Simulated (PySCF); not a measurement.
Al(H)(Me)(OEt) (C3H9AlO), SMILES CC[O][AlH][CH3].

The structure is a stationary point at PBE0-D3(BJ)/def2-SVP. The values are those of a single conformer.

Two levels are set side by side: PBE/def2-TZVP (PySCF) and ωB97X/def2-TZVP (PySCF). Same geometry, gas phase. Differences are taken from unrounded values.

```tsv
quantity	ωB97X
orbital gap (eV)	11.55
highest occupied level (eV)	-10.17
lowest empty level (eV)	1.37
dipole moment (D)	0.15
mean polarisability (bohr³)	66.7
```

**Question.** What does PBE give, and how far is it from ωB97X? (An estimate is asked for; the answer gives what the named calculation found.)

**Answer.** 
| quantity | PBE | PBE minus ωB97X |
|---|---|---|
| orbital gap (eV) | 5.04 | -6.51 |
| highest occupied level (eV) | -6.30 | 3.87 |
| lowest empty level (eV) | -1.26 | -2.63 |
| dipole moment (D) | 0.04 | -0.11 |
| mean polarisability (bohr³) | 71.5 | 4.8 |

Without exact exchange PBE keeps part of each electron's self-repulsion, which lifts occupied levels and narrows the gap. PBE's more diffuse valence density responds more strongly to a field. Differences between two approximate levels are no errors against the true value.

Rough cost on one machine, each run with all the roots and properties that it gave: ωB97X against PBE within a factor of 2.
